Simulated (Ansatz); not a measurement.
What each rung costs, and what it gives

Saddle point of SiNH$_{6}$Cl$_{2}$F, closed shell (SiH₂Cl₂ ([Cl][SiH2][Cl]) + NH₃ + HF → SiNH₃Cl₂ ([NH2][SiH]([Cl])[Cl]) + HF + H₂; bonds formed: H2–H8, H6–F9; dative contacts that become bonds: Si1–N7; bonds broken: Si1–H2, H6–N7, H8–F9), PBE0-D4/def2-TZVP structure:

```csv
atom,x (Å),y (Å),z (Å)
Si1,-0.8596,-0.5171,-0.0724
H2,-0.2635,0.5498,-1.4337
Cl3,-0.7342,-1.9466,-1.5319
Cl4,-1.5063,-1.7151,1.5461
H5,-1.9204,0.4944,-0.0145
H6,1.0363,0.9343,0.3193
N7,0.7613,-0.1001,0.6940
H8,0.2587,1.2334,-1.1183
F9,1.0451,1.9921,-0.4682
H10,1.4747,-0.7518,0.3744
H11,0.7079,-0.1736,1.7055
```

Barriers are electronic and count from the start structure reached by relaxing down the imaginary mode.

Ansatz 0.2.0; basis: as named in each row; cores frozen in the correlated methods. B3LYP uses VWN-RPA correlation. Extrapolation: Hartree–Fock as exp(−7.88 √X), correlation as X^−2.97.

Times are rough, for one single point on 8 threads of a shared host (Arm Neoverse V1).

The estimate by CCSD(T) at an estimated basis limit (MP2 extrapolated from triple and quadruple zeta, plus CCSD(T) − MP2 in triple zeta) is 1.138 eV.

| method | basis | time (s) | barrier (eV) | method less estimate |
| --- | --- | --- | --- | --- |
| HF | STO-3G | under 1 | 2.656 | 1.519 |
| PBE-D4 | STO-3G | under 1 | -0.006 | -1.144 |
| B3LYP-D4 | 6-31G | under 1 | 1.042 | -0.096 |
| SPW92 | def2-TZVPP | 1 | 0.341 | -0.797 |
| PBE-D4 | def2-SVP | 2 | 0.683 | -0.455 |
| PBE-D4 | def2-TZVPP | 2 | 0.714 | -0.424 |
| PBE0-D4 | def2-SVP | 2 | 0.929 | -0.209 |
| BLYP-D4 | def2-TZVPP | 2 | 0.822 | -0.316 |
| SPW92 | def2-SVP | 2 | 0.290 | -0.848 |
| B3LYP-D4 | def2-TZVPP | 2 | 0.972 | -0.166 |
| BHLYP-D4 | def2-TZVPP | 3 | 1.209 | 0.071 |
| r2SCAN-D4 | def2-TZVPP | 4 | 0.811 | -0.327 |
| CAM-B3LYP-D4 | def2-TZVPP | 5 | 0.984 | -0.154 |
| PBE0-D4 | def2-TZVPP | 6 | 0.921 | -0.216 |
| r2SCAN0-D4 | def2-TZVPP | 6 | 0.977 | -0.161 |
| wB97M-V | def2-SVP | 6 | 1.064 | -0.074 |
| CCSD(T) | def2-SVP | 6 | 1.343 | 0.205 |
| wB97X-V | def2-TZVPP | 6 | 1.070 | -0.068 |
| B97M-V | def2-TZVPP | 7 | 1.025 | -0.112 |
| B2PLYP | def2-TZVPP | 9 | 1.068 | -0.070 |
| RPA on PBE | def2-TZVPP | 10 | 1.172 | 0.034 |
| wB97M-V | def2-TZVPP | 10 | 1.081 | -0.057 |
| PBE-QIDH | def2-TZVPP | 11 | 1.073 | -0.064 |
| MP2 | def2-QZVPP | 45 | 1.073 | -0.065 |
| CCSD(T) | def2-TZVPP | 190 | 1.175 | 0.037 |

All methods are single points on the PBE0-D4 structures; a negative value means that the method puts the saddle structure below the start.

T1 diagnostic: at most 0.011.

Labels in which every atom is bracketed show which atoms are joined, not bond orders.
